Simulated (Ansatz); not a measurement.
Reaction (redistribution): `NB(N)F` + `FBF` → `NB(F)F` + `NBF`

Program: Ansatz. Geometries: PBE0-D4/def2-TZVP. ΔE: electronic, gas phase. CCSD(T)/CBS is the MP2 limit (def2-TZVPP, def2-QZVPP) plus CCSD(T) − MP2 in def2-TZVPP, frozen cores. This one scheme is used for every species. Each species was taken in one conformer, which may not be the lowest.

```csv
species,CCSD(T)/CBS(def2) energy (Eh)
`NB(N)F`,-236.55523
`FBF`,-225.09427
`NB(F)F`,-280.46129
`NBF`,-181.19761
```

Q: Work out ΔE.

A: ΔE = (-280.46129) + (-181.19761) − (-236.55523) − (-225.09427) = -0.00940 Eh = -24.7 kJ/mol.

Largest T1 diagnostic among the species: 0.013.

At CCSD(T), def2-SVP lies −6.9 kJ/mol from the extrapolated value and def2-TZVPP −1.4 kJ/mol. Leaving LDA and LC-ωPBE aside and taking each functional with its dispersion term where it has one, the values, not all of them listed here, spread over 3.0 kJ/mol, from B97M-V to ωB97X-V.
